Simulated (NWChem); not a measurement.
# DMF (C$_{3}$H$_{7}$NO); SMILES C(=O)N(C)C

```xyz
12

C      0.7833    -1.5830     0.0000
N      0.0254    -0.3483     0.0000
C     -1.4245    -0.4378     0.0000
C      0.6356     0.8746     0.0000
O      0.0669     1.9537     0.0000
H      1.8536    -1.3571     0.0000
H      0.5559    -2.1867     0.8892
H      0.5559    -2.1867    -0.8892
H     -1.8230     0.5774     0.0000
H     -1.7809    -0.9719    -0.8906
H     -1.7809    -0.9719     0.8906
H      1.7399     0.7826     0.0000
```
Atoms are numbered in this order, from 1.

All runs: NWChem. Pople sets run with spherical d functions. All runs use the structure optimised with B3LYP/6-31G* (spherical d). B3LYP is NWChem's, with the RPA form of VWN correlation.

For level B3LYP/6-311G**:

```yaml
highest occupied level (eV): -6.77
orbital gap (eV): 7.32
dipole (D): 3.93
```

### Question
Estimate the same quantities for level B3LYP/STO-3G.

### Answer
The highest occupied level (eV) is -3.63 and the orbital gap (eV) is 7.50. The dipole (D) is 2.74.
